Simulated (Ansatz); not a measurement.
Stretching the Sn1–F2 bond in FHOSn (SMILES [OH][Sn][F]) (multiplicity 1 held, fragments rigid). Energies count from the point at 1.967 Å.
Geometry at that point (charge 0, multiplicity 1):
```xyz
4

Sn     0.171     0.033     0.322
F     -0.235     1.310    -1.117
O     -0.674    -1.515    -0.578
H     -1.061    -1.317    -1.440
```

Signs of static correlation in def2-TZVPP, from Ansatz (a first-principles code) runs.

```csv
R (Å),T1 of restricted CCSD,⟨S²⟩ of UHF,largest double amplitude of restricted CCSD
1.573,0.015,0.000,0.077
1.770,0.016,0.000,0.077
1.967,0.017,0.000,0.076
2.163,0.019,0.000,0.074
2.360,0.021,0.000,0.068
2.655,0.025,0.000,0.064
2.950,0.029,0.000,0.064
3.441,[?],0.950,0.076
3.933,[?],1.003,0.110
4.523,0.123,1.018,0.277
5.310,0.047,1.021,0.066
6.293,0.026,1.021,0.064
```

Task: What belongs in the gaps?

Result: 
- 3.441, T1 of restricted CCSD: 0.041
- 3.933, T1 of restricted CCSD: 0.062

Doubts at one or more of the structures used: a restricted determinant that unrestricted orbitals would lower (R-CCSD(T)/def2-TZVPP); T1 above 0.05 (R-CCSD(T)/def2-TZVPP, U-CCSD(T)/def2-TZVPP); a spin-contaminated determinant (U-CCSD(T)/def2-TZVPP).
